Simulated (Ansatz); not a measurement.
CH8O2Si2 can be A, `C[Si](O)(O)[SiH3]`, or B, `O[SiH2]C(O)[SiH3]`.

Program: Ansatz. Geometries: PBE0-D4/def2-TZVP. ΔE: electronic, gas phase. CBS: MP2 limit from def2 TZ/QZ plus the TZ coupled-cluster correction, frozen cores. DFT in def2-TZVPP. B3LYP here is the variant with VWN-RPA as its local correlation; programs differ in this. One conformer a species, not always the lowest.

Q: Which is lower in electronic energy at CCSD(T)/CBS, and by how much? (An estimate is asked.)

A: Computed: A, by 55.2 kcal/mol.

Q: Give E(B) − E(A) in kcal/mol with r2SCAN-D4, PBE0-D4, B3LYP, CCSD/def2-TZVPP, CCSD(T)/def2-TZVPP, HF/def2-TZVPP, B2PLYP. (Estimate.)

A: The calculation gave: r2SCAN-D4 56.3, PBE0-D4 55.5, B3LYP 54.7, CCSD/def2-TZVPP 54.8, CCSD(T)/def2-TZVPP 54.6, HF/def2-TZVPP 54.7, B2PLYP 55.0. None reverses the order clearly.

Largest T1 diagnostic: 0.012.

From PBE to PBE0 (25 % exact exchange), in def2-TZVPP and without D4, E(B) − E(A) moves by +0.8 kcal/mol.
